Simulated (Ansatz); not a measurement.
Cost and result up the ladder for the cluster Ge4O5 (the lowest singlet isomer of a short search) (9 atoms). Total charge 0; singlet. Geometry: PBE-D4/def2-SVP.

```xyz
9

Ge   -0.025   -1.332    3.016
Ge   -0.239   -0.679   -2.671
Ge    0.260    2.429   -1.300
Ge    0.001   -0.260    0.592
O     0.226    1.470    0.259
O     0.005    1.122   -2.541
O    -1.271   -0.607    1.843
O     1.247   -0.960    1.714
O    -0.205   -1.183   -0.912
```

Ansatz on 4 threads of Arm Neoverse V2 on a shared host. Times are rough, and most runs start from the orbitals of an earlier one. PBE0-D4/def2-TZVP serves as the yardstick here, not as an exact answer. Differences are given only for rows in sets of like size (and for xTB, whose basis is part of the method), since another set adds its own error. Binding counts from free atoms at the same level (Ge triplet, O triplet; other spins of the atoms weren't run), without zero-point energy or a counterpoise term.

Correlated methods freeze 41 core orbitals; core or outer-core shells of Ge are correlated, in sets that lack core-valence functions. The rows differ in basis, and correlated rows in double-zeta sets carry the largest basis error. The structure comes from a short search, and lower isomers may exist.

Correlated methods converge slowly with the basis, most of all in double-zeta sets.

```csv
level,functions,wall time,binding energy per atom (eV),difference from PBE0-D4/def2-TZVP (eV)
PBE-D4/def2-SVP,198,3.7 s,4.59,–
PBE0-D4/def2-SVP,198,7.5 s,4.29,–
revPBE-D4/def2-TZVP,347,8 s,4.39,0.07
MP2/def2-SVP,198,8 s,4.23,–
PBE-D4/def2-TZVP (with forces),347,9 s,4.59,0.27
RPA@PBE/def2-SVP,198,11 s,3.70,–
r2SCAN-D4/def2-TZVP,347,17 s,4.43,0.11
PBE0-D4/def2-TZVP,347,27 s,4.32,0.00
B2PLYP/def2-TZVP,347,31 s,4.35,0.03
```
